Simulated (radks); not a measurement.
Initial-state core-level shifts of the arsenic ion As+ when its valence configuration changes from [Ar] 3d10 4s2 4p2. Calculated with a radial shooting solver on a logarithmic mesh with Libxc functionals: scalar-relativistic Kohn-Sham, PBEsol, spin-polarised, spherical densities, finite nucleus; open shells are filled with parallel spins first; Fermi nuclear charge, rms radius 4.0968 fm. Shifts are changes of the shell-averaged eigenvalues in eV (positive: less bound); the change of the density at the nucleus, which sets a Mossbauer isomer shift, is in e/bohr^3, on a base of 3.594e+04.

| valence | 1s | 2s | 2p | 3p | density at nucleus |
|---|---|---|---|---|---|
| 3d9 4s2 4p3 | -13.208 | -14.581 | -14.468 | -11.491 | +13.743 |
| 3d7 4s2 4p5 | -42.717 | -47.275 | -46.941 | -35.906 | +44.367 |
| 3d10 4s1 4p3 | -1.207 | -1.174 | -1.167 | -1.243 | -24.221 |
| 3d7 4s1.5 4p5.5 | -43.423 | -47.981 | -47.640 | -36.600 | +27.797 |
| 3d7.5 4s2 4p4.5 | -35.078 | -38.788 | -38.507 | -29.744 | +36.248 |
| 3d9.5 4p4.5 | -9.925 | -10.495 | -10.428 | -9.075 | -45.610 |
| 3d10 4p4 | -3.386 | -3.280 | -3.271 | -3.347 | -48.931 |
| 3d10 4s0.5 4p3.5 | -2.355 | -2.283 | -2.275 | -2.347 | -36.420 |
| 3d7.5 4s1 4p5.5 | -36.538 | -40.239 | -39.947 | -31.179 | +4.587 |
